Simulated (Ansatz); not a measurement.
System: trichloro(fluoro)silane, sum formula SiCl$_{3}$F (charge 0, singlet). SMILES: F[Si](Cl)(Cl)Cl
Coordinates optimised at B3LYP-D3(BJ)/def2-TZVP (Ansatz, a program for electronic structure):
```
Si
F 1 1.5807
Cl 1 2.0251 2 108.32
Cl 1 2.0251 2 108.32 3 -120.00
Cl 1 2.0251 2 108.32 3 120.00
```
Charge 0, spin multiplicity 1.

Property: atomisation energy (electronic, to ground-state atoms); the coupled-cluster value holds the core correlation from cc-pwCVTZ, in kcal/mol. Cores are frozen in the correlated levels unless marked. Open shells are spin-unrestricted. No spin-orbit coupling. Non-relativistic. Basis-set limits of correlation are two-point, X^-3; Hartree-Fock from the larger set (for Q and 5 zeta extrapolated as (X+1)exp(-9√X)).

Level to compare with: CCSD(T)/CBS(cc-pV(Q+d)Z,cc-pV(5+d)Z) plus the core term (Ansatz), 437.0 kcal/mol. It is a level with limits of its own, and the differences hold the functionals' basis error too.

Q: Rank these functionals by how close they come to CCSD(T)/CBS(cc-pV(Q+d)Z,cc-pV(5+d)Z), closest first: BHLYP/def2-TZVPD (Ansatz); BLYP/def2-TZVPD (Ansatz); r2SCAN0/def2-TZVPD (Ansatz).

A: r2SCAN0/def2-TZVPD (hybrid meta-GGA, 424.0 kcal/mol, difference -13.0), BLYP/def2-TZVPD (GGA, 408.3 kcal/mol, difference -28.7), BHLYP/def2-TZVPD (global hybrid, 401.5 kcal/mol, difference -35.5)
